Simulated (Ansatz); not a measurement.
C2H7AlSe (`[CH3][AlH][Se]C`), relaxed with RKS PBE0-D4/def2-TZVP in the Gaussian-basis code of Ansatz from a PBE-D4/def2-SVP geometry. The force threshold is 0.005 eV/Å; the program also tests the step.

The species carries charge 0 and has multiplicity 1.

Start:

```xyz
11

C     0.410    1.753    0.207
Al    0.535    0.535   -1.329
Se   -0.126   -1.693   -1.250
C    -0.684   -1.878    0.644
H    -0.352    2.537    0.005
H     0.141    1.260    1.163
H     1.375    2.281    0.357
H     1.079    0.986   -2.766
H    -0.870   -0.894    1.109
H    -1.616   -2.473    0.659
H     0.107   -2.413    1.201
```

Problem. How much energy does the relaxation release, and in how many steps? (Best estimate.)

Solution. The calculation gave: 4.02 kJ/mol, in 30 steps, 7 of them rejected.

Problem. Which bonds change most? (An estimate is asked.)

Solution. Ansatz gave: Se3–C4 from 1.983 to 1.964 Å; C4–H11 from 1.105 to 1.087 Å; C4–H9 from 1.105 to 1.087 Å; C1–H7 from 1.111 to 1.093 Å.

Problem. Give the relaxed structure. (Estimate.)

Solution. Ansatz gave: 
```xyz
11

C     0.503    1.655    0.239
Al    0.577    0.512   -1.339
Se   -0.213   -1.659   -1.269
C    -0.776   -1.766    0.610
H    -0.445    2.203    0.265
H     0.575    1.091    1.172
H     1.303    2.400    0.226
H     1.136    0.976   -2.748
H    -1.393   -0.911    0.876
H    -1.360   -2.679    0.708
H     0.095   -1.821    1.259
```
